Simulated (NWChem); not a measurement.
## Electron attachment to diarsenic (As2)

SMILES: [As]#[As]
```xyz
2

As     0.0000     0.0000     1.0456
As     0.0000     0.0000    -1.0456
```
Charge 0, spin multiplicity 1.

Program: NWChem. All single points use one geometry, from PBE0/def2-SVP, a minimum by its harmonic frequencies.

Basis set: def2-TZVPD. −ε marks an orbital energy of the parent. The basis adds only a small set of diffuse functions.

The Hamiltonian is non-relativistic. B3LYP has NWChem's definition, with VWN1-RPA local correlation.

Problem. One of these methods gave a vertical electron affinity of -0.21 eV. Which?
A) −ε(LUMO) of BP86
B) −ε(LUMO) of B3LYP
C) −ε(LUMO) of BHandHLYP
D) −ε(LUMO) of HF

Solution. D, −ε(LUMO) of HF. The others give 2.83 (−ε(LUMO) of B3LYP), 1.85 (−ε(LUMO) of BHandHLYP), 3.51 (−ε(LUMO) of BP86).
